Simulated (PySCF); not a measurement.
C₃H₃, SMILES c1c[cH+]1, charge +1. Atoms are numbered in the order given.

```xyz
6

C      0.7895     0.0000     0.0000
C     -0.3948     0.6838     0.0000
C     -0.3948    -0.6838     0.0000
H      1.8794     0.0000     0.0000
H     -0.9397     1.6276     0.0000
H     -0.9397    -1.6276     0.0000
```
Charge +1, spin multiplicity 1.

Geometry optimised at PBE-D3(BJ)/def2-TZVP.

Two levels are set side by side: PBE/pcJ-1 (PySCF) and PBE0/pcJ-1 (PySCF). One-bond couplings, all four terms, same geometry. Isotopes: 13C, 1H. Differences are taken from unrounded values.

```json
[
 {"quantity": "¹J(C1,C2) (Hz)", "PBE0": "26.0", "PBE": "21.1", "PBE minus PBE0": "-4.9"},
 {"quantity": "¹J(C1,C3) (Hz)", "PBE0": "26.0", "PBE": "21.1", "PBE minus PBE0": "-4.9"},
 {"quantity": "¹J(C2,C3) (Hz)", "PBE0": "26.0", "PBE": "21.1", "PBE minus PBE0": "-4.9"},
 {"quantity": "¹J(C1,H4) (Hz)", "PBE0": "268.2", "PBE": "263.3", "PBE minus PBE0": "-4.9"},
 {"quantity": "¹J(C2,H5) (Hz)", "PBE0": "268.2", "PBE": "263.3", "PBE minus PBE0": "-4.9"},
 {"quantity": "¹J(C3,H6) (Hz)", "PBE0": "268.2", "PBE": "263.3", "PBE minus PBE0": "-4.9"}
]
```

Rough cost on one machine, each run with all the roots and properties that it gave: PBE0 against PBE about 2 times.
